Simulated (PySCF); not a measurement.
# Correlation energy of Mo⁺ (molybdenum, charge +1)

[Kr] 4d4 5s1, high-spin 6D determinant (an excited configuration). Calculation: PySCF 2.14, in x2c-TZVPPall; the spin-free X2C one-electron Hamiltonian (Gaussian nucleus). Frozen: [Kr]; 5 electrons correlated.

```tsv
level	correlation energy (mhartree)
CCSD	-57.88
(T)	-0.96
CCSD(T)	-58.84
```

Diagnostics: T1 = 0.0051, D1 = 0.0149, largest double amplitude 0.026.

Is a single reference adequate?

Yes, within this model without spin-orbit coupling: T1 lies below 0.03 and no double amplitude reaches 0.07.
